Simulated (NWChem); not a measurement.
Molecule: C₃H₆O; SMILES C1COC1

```xyz
10

C      0.0000     0.0000     1.0710
C      0.0000     1.0253    -0.0699
O      0.0000     0.0000    -1.0589
C      0.0000    -1.0253    -0.0699
H      0.8945     0.0000     1.7087
H     -0.8945     0.0000     1.7087
H     -0.8952     1.6702    -0.1336
H      0.8952     1.6702    -0.1336
H      0.8952    -1.6702    -0.1336
H     -0.8952    -1.6702    -0.1336
```
Atoms are numbered in this order, from 1.

All runs use the structure optimised with PBE0/def2-SVP.

Symmetry labels are those of C2v in the frame above (b1 and b2, or b-type labels, depend on it). States above −ε(HOMO) = 8.7 eV lie in this functional's continuum and hang on the basis.

Problem. List the 6 lowest vertical singlet excitations from BHandHLYP/6-31+G* (spherical d), TDA (NWChem).

Solution. 
```tsv
state	energy (eV)	oscillator strength	symmetry	leading excitation (squared amplitude)
S1	7.21	0.005	b1	HOMO → LUMO+2 (0.86)
S2	7.43	0.016	b1	HOMO → LUMO (0.89)
S3	7.58	0.000	a2	HOMO → LUMO+1 (0.95)
S4	7.99	0.000	a1	HOMO → LUMO+3 (0.97)
S5	8.58	0.018	b1	HOMO → LUMO+4 (0.81)
S6	8.94	0.025	a1	HOMO−1 → LUMO+2 (0.75)
```
